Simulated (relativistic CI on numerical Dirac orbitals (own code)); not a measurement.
## Calculated levels, Nd¹⁴⁺

Calculated at this level of theory: Dirac-Coulomb-Breit CI, orbitals from a KLI potential per configuration, model QED (radiative potential, 1s self-energy scaled to tabulated hydrogen-like ionisation energies), unscaled Slater integrals (own radial code, finite nucleus).

Configuration list (outside the closed core [Ar] 3d10): 4s²4p⁶4d¹⁰, 4s²4p⁶4d⁹4f, 4s²4p⁶4d⁹5s, 4s²4p⁵4d¹⁰4f, 4s²4p⁶4d⁹5p, 4s4p⁶4d¹⁰4f, 4s²4p⁶4d⁹5d, 4s²4p⁶4d⁹6s, 4s²4p⁵4d¹⁰5s. Double excitations out of closed p, d and f shells are left out; levels of such configurations are missing from the list, as are those of other unlisted configurations, and high levels can miss mixing partners.

```tsv
No.	Configuration	Term	J	E (cm⁻¹)	%	Next component (%)	jj configuration (%)
1	4s²4p⁶4d¹⁰	¹S	0	0	100		closed (100)
2	4s²4p⁶4d⁹4f	³P°	0	946414	100		4d5/2^5 4f5/2 (100)
3	4s²4p⁶4d⁹4f	³P°	1	952353	96	3 ³D°	4d5/2^5 4f5/2 (69)
4	4s²4p⁶4d⁹4f	³P°	2	964442	87	9 ³D°	4d5/2^5 4f7/2 (53)
5	4s²4p⁶4d⁹4f	³H°	6	978321	100		4d5/2^5 4f7/2 (100)
6	4s²4p⁶4d⁹4f	³H°	5	981655	76	23 ¹H°	4d5/2^5 4f5/2 (93)
7	4s²4p⁶4d⁹4f	³F°	2	994311	40	34 ¹D°	4d5/2^5 4f5/2 (74)
8	4s²4p⁶4d⁹4f	³F°	3	995467	54	43 ³D°	4d5/2^5 4f5/2 (70)
9	4s²4p⁶4d⁹4f	³H°	4	997251	64	18 ³G°	4d5/2^5 4f5/2 (66)
10	4s²4p⁶4d⁹4f	³F°	4	1000837	79	10 ¹G°	4d5/2^5 4f7/2 (90)
11	4s²4p⁶4d⁹5s	³D	3	1005578	100		4d5/2^5 5s (100)
12	4s²4p⁶4d⁹4f	³D°	1	1008982	96	3 ³P°	4d3/2^3 4d5/2^6 4f5/2 (45)
13	4s²4p⁶4d⁹4f	³G°	5	1010563	53	41 ¹H°	4d5/2^5 4f7/2 (89)
14	4s²4p⁶4d⁹5s	³D	2	1010781	54	46 ¹D	4d5/2^5 5s (98)
15	4s²4p⁶4d⁹4f	³D°	3	1014994	44	23 ³F°	4d5/2^5 4f7/2 (53)
16	4s²4p⁶4d⁹4f	¹D°	2	1017150	44	43 ³D°	4d3/2^3 4d5/2^6 4f7/2 (62)
17	4s²4p⁶4d⁹4f	¹G°	4	1022682	44	29 ³G°	4d3/2^3 4d5/2^6 4f5/2 (58)
18	4s²4p⁶4d⁹4f	³F°	2	1028318	60	22 ³D°	4d3/2^3 4d5/2^6 4f5/2 (85)
19	4s²4p⁶4d⁹4f	³G°	5	1031496	46	36 ¹H°	4d3/2^3 4d5/2^6 4f7/2 (83)
20	4s²4p⁶4d⁹5s	³D	1	1040987	100		4d3/2^3 4d5/2^6 5s (100)
21	4s²4p⁶4d⁹4f	³G°	3	1041512	67	22 ³F°	4d3/2^3 4d5/2^6 4f7/2 (56)
22	4s²4p⁶4d⁹5s	¹D	2	1045441	54	46 ³D	4d3/2^3 4d5/2^6 5s (98)
23	4s²4p⁶4d⁹4f	³G°	4	1047268	50	38 ¹G°	4d3/2^3 4d5/2^6 4f7/2 (94)
24	4s²4p⁶4d⁹4f	¹F°	3	1059390	80	13 ³G°	4d3/2^3 4d5/2^6 4f5/2 (60)
25	4s²4p⁶4d⁹5p	³P°	2	1191989	70	21 ³D°	4d5/2^5 5p1/2 (94)
26	4s²4p⁶4d⁹5p	³F°	3	1198675	51	34 ¹F°	4d5/2^5 5p1/2 (99)
27	4s²4p⁶4d⁹5p	³F°	2	1230584	85	5 ¹D°	4d3/2^3 4d5/2^6 5p1/2 (95)
28	4s²4p⁶4d⁹5p	³P°	1	1234784	60	35 ³D°	4d3/2^3 4d5/2^6 5p1/2 (74)
29	4s²4p⁶4d⁹5p	³F°	4	1245956	100		4d5/2^5 5p3/2 (100)
30	4s²4p⁶4d⁹5p	¹P°	1	1252702	81	14 ³P°	4d5/2^5 5p3/2 (72)
```

Energies count from the lowest computed level; ° marks odd parity. Filled j subshells are mostly left out of the jj labels.

The mean weight of the leading LS term, summed over parents, in these 30 levels is 71 %, and that of the leading jj configuration (from the same eigenvectors) 81 %.

At this charge energies of transitions that change n are usually good to better than 1 %, and those within a shell (Δn = 0) to a few per cent. Levels and lines within the n = 5 or 6 shells can be off by up to 10 % or somewhat more, and those that change n by about 2 %, since core polarisation is missing.

LS names give the leading component of a level, which can be under half, so a name can repeat, a term be missing and a line seem to break the LS rules.
